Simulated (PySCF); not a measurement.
## Computed data sheet: `CC(C)CB(Cl)Cl` (BCl2(iBu))

Species: BCl2(iBu), C₄H₉BCl₂.
Z-matrix (Å and degrees, PBE0-D3(BJ)/def2-SVP geometry), rows numbered from 1:
```
B 
Cl  1  1.7577
Cl  1  1.7574  2  117.01
C   1  1.5645  2  121.33  3   179.77
C   4  1.5495  1  115.10  2   -91.11
C   5  1.5246  4  112.42  1    61.41
C   5  1.5244  4  112.44  1   -65.05
H   4  1.1028  1  108.63  2   147.17
H   4  1.1024  1  108.51  2    30.68
H   5  1.1045  4  105.65  1   178.20
H   6  1.1021  5  111.58  4   -67.01
H   6  1.1009  5  110.69  4   173.41
H   6  1.1006  5  111.67  4    53.12
H   7  1.1017  5  111.65  4    65.67
H   7  1.1009  5  111.59  4   -54.49
H   7  1.1010  5  110.67  4  -174.62
```

From PBE0-D3(BJ)/def2-SVP geometry optimisation, gas phase (PySCF):

| Item | Value |
| --- | --- |
| Rotational constants A, B, C | 1.996, 1.302, 0.902 GHz |

**wB97X-D/def2-SVPD ground state and vertical TDDFT (core frozen in the response) (PySCF)**

| Property | Result |
| --- | --- |
| Dipole moment | 1.81 D |
| HOMO energy | -10.52 eV |
| LUMO energy | 0.42 eV |
| HOMO–LUMO gap | 10.94 eV |
| Lowest singlet excitation | 5.91 eV (210 nm, f = 0.003) |
| Strongest line among the 10 lowest singlet transitions | S9 at 8.46 eV (147 nm, f = 0.122) |
| Lowest triplet excitation (Tamm–Dancoff) | 5.53 eV |
| Static isotropic polarisability | 88.2 au |
| Electronic spatial extent ⟨r²⟩ about the centre of nuclear charge | 1311 bohr² |

B3LYP/pcSseg-1 ground state and GIAO shieldings, non-relativistic (PySCF):

| Quantity | Value |
| --- | --- |
| 13C chemical shifts (computed TMS as zero) by class | 40.4 (C4), 31.6 (C5), 26.1 (C6/C7) ppm |
| 1H chemical shifts (computed TMS as zero) by class | 1.86 (H10), 1.58 (H8/H9), 1.09 (H11/H12/H13/H14/H15/H16) ppm |
| Isotropic shieldings of nuclei other than C and H, by class | 28 (B1), 618 (Cl2/Cl3) ppm |

**delta-SCF UKS SCAN, pcX-2 on the ionised atom, pcseg-1 elsewhere, spin-free X2C; 2p3/2 from a spin–orbit splitting computed afterwards within the 2p shell (PySCF)**

| Property | Result |
| --- | --- |
| Core binding energies | B1s 198.1 (B1), Cl2p3/2 206.3 (Cl2/Cl3), C1s 290.4 (C4), C1s 290.6 (C6/C7), C1s 290.9 (C5), Cl1s 2828.9 (Cl2/Cl3) eV |

Monoisotopic mass from the formula: 138.0174 u.

With B = h/(8π²I), that is 505.379 GHz u Å² over I, the principal moments of inertia are 253.2, 388.1 and 560.3 u Å² (most abundant isotopes). S1 lies 5.03 eV below the HOMO–LUMO gap; its leading configuration is HOMO→LUMO, weight 0.91. No computed singlet falls in the visible range (750 to 380 nm, 1.65 to 3.26 eV); S1 lies 2.65 eV above its blue end. The polarisability is 13.07 Å³ as a volume (1 au = 0.148185 Å³), or 1.23 au for each of the 72 electrons.

 NMR classes are plain means over equivalent atoms (diastereotopic ones count apart unless rotation or inversion swaps them), as if these changed places fast; in this geometry the members of some classes differ.

For the NMR shielding job (B3LYP/pcSseg-1), on Intel Xeon at 2.50 GHz, one thread (shared host), this took 65 s wall, 56 s CPU and 1.1 GiB of memory at its peak.

One conformer stands for the species.
